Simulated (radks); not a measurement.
Rb, configuration [Kr] 5s1 (the NIST ground configuration). Method: scalar-relativistic Kohn-Sham, BLYP, spin-polarised, spherical densities, finite nucleus; open shells are filled with parallel spins first (spin-orbit coupling, left out, can overturn this in heavy ions); Fermi nuclear charge, rms radius 4.2036 fm; computed with a radial shooting solver on a logarithmic mesh with Libxc functionals.

X-ray form factor f0, the Fourier transform of the density (f0(0) = 37):

sin(theta)/lambda (1/angstrom)  f0 (electrons)
0.05                                    36.001
0.1                                     33.945
0.15                                    31.675
0.2                                     29.362
0.25                                    27.155
0.3                                     25.169
0.4                                     21.926
0.5                                     19.360
0.6                                     17.130
0.8                                     13.256
1                                       10.278
1.25                                     7.893
1.5                                      6.568
2                                        5.190
